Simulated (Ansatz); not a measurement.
Cu₅⁺, relaxed as a triplet with UKS PBE-D4/def2-SVP in Ansatz, starting from the PBE-D4/def2-SVP geometry of the charge +1 singlet. Force threshold 0.02 eV/Å.

At PBE-D4/def2-SVP a singlet of charge 1 lies 0.07 eV below the triplet, each at its own geometry. The structure comes from a short search, and lower isomers may exist.

Start:

```xyz
5

Cu    1.1932    1.8846    0.7866
Cu   -2.0056   -1.1878    0.4001
Cu    0.8655    1.6522   -1.4534
Cu   -0.0001    0.0001    0.0005
Cu   -0.0531   -2.3491    0.2661
```

```csv
step,energy (eV),largest force component (eV/Å),SCF passes
1,-223132.3684,0.368,212
2,-223132.4818,0.291,74
3,-223132.6805,0.243,89
4,-223132.8170,0.299,60
5,-223132.9266,0.298,53
6,-223133.0383,0.279,51
7,-223133.2045,0.341,58
8,-223133.4593,0.423,53
9,-223133.7049,0.222,40
10,-223133.7436,0.303,47
11,-223133.7692,0.153,49
12,-223133.7785,0.038,41
13,-223133.7806,0.122,40
14,-223133.7832,0.054,31
15,-223133.7853,0.010,33
16,-223133.7873,0.036,42
17,-223133.7951,0.235,36
18,-223133.8467,0.338,32
19,-223133.9691,0.387,32
20,-223134.1482,0.393,32
21,-223134.2598,0.194,32
22,-223134.3066,0.179,33
23 (rejected),-223134.3038,0.225,39
24,-223134.3184,0.046,31
25,-223134.3189,0.079,27
26,-223134.3197,0.006,29
```

Force components are those of the run's own axes.

End:

```xyz
5

Cu    1.7799    0.6255    0.2510
Cu   -1.7149   -0.6880   -0.4558
Cu   -0.2058    1.0935   -1.0146
Cu   -0.3920    0.3773    1.2370
Cu    0.5329   -1.4082   -0.0176
```

Bonds formed: Cu1–Cu5, Cu2–Cu3, Cu3–Cu5 (atoms count from 1).

The force fell under the threshold at step 15, but the optimiser went on and released 0.534 eV more. No frequencies were taken in this run, so the end may be a saddle point.

It took 1.9 min on 4 threads of Arm Neoverse V2 on a shared host.
